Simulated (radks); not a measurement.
Results of a calculation; reference values are marked as such.
Ionisation of the terbium ion Tb+, [Xe] 4f9 6s1, to [Xe] 4f9 as the strength of local exchange is varied. Code: a radial shooting solver on a logarithmic mesh with Libxc functionals. Model: scalar-relativistic Kohn-Sham, Slater X-alpha exchange (alpha = 2/3 is LDA exchange), no correlation, spin-polarised, spherical densities, finite nucleus; open shells are filled with parallel spins first (spin-orbit coupling, left out, can overturn this in heavy ions); Fermi nuclear charge, rms radius 5.06 fm.

| alpha | E(Tb+) (hartree) | exchange (hartree) | IE (eV) | -e of the level emptied (eV) | <r> of it (bohr) |
|---|---|---|---|---|---|
| 0.616 | -11675.3725 | -222.9011 | 11.037 | 8.438 (6s) | 3.797 |
| 0.627 | -11679.3689 | -226.9666 | 11.097 | 8.502 (6s) | 3.788 |
| 0.667 | -11693.9142 | -241.7747 | 11.317 | 8.738 (6s) | 3.754 |
| 0.694 | -11703.7433 | -251.7918 | 11.468 | 8.901 (6s) | 3.732 |
| 0.776 | -11733.6499 | -282.3207 | 11.936 | 9.408 (6s) | 3.664 |
| 0.785 | -11736.9374 | -285.6812 | 11.988 | 9.465 (6s) | 3.657 |
| 1.046 | -11832.7029 | -383.9700 | 13.571 | 11.198 (6s) | 3.456 |

NIST Atomic Spectra Database: 11.51 eV (semi-empirical). The Delta-SCF value meets it near alpha = 0.70. Open shells are spherical and high-spin; term and fine-structure splittings are not resolved. Spin-orbit splitting is averaged out at the scalar-relativistic level.
